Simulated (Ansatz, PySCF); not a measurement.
Complex: H2S (SMILES S) (first 3 atoms) with CH3I (SMILES CI); geometry from B3LYP-D3(BJ)/def2-TZVP, rigid monomers moved along the line of their centres of mass till H3···I5 is 3.49 Å.
(charge 0, multiplicity 1):
```xyz
8

S     -0.144    -0.466    -0.681
H     -0.549    -1.740    -0.806
H     -0.899    -0.276     0.416
C      1.075    -1.233     3.392
I     -0.995    -0.845     3.862
H      1.298    -2.239     3.730
H      1.176    -1.136     2.316
H      1.667    -0.495     3.921
```

Monomers are frozen at their geometry in the pair; levels with a basis set take the counterpoise correction.

The values were computed with Ansatz (a program for electronic structure) with Gaussian orbitals; PySCF for the dispersion terms.  In def2 rows elements past Kr take small-core potentials, without spin–orbit coupling.

Q: One of these levels gives -73.0 meV for the interaction energy. Which one is it?
A. r2SCAN-D3(BJ)/def2-TZVPPD
B. HF/def2-TZVPPD
C. r2SCAN/def2-TZVPPD

A: C, r2SCAN/def2-TZVPPD. The others give -25.9 (HF/def2-TZVPPD), -92.0 (r2SCAN-D3(BJ)/def2-TZVPPD)
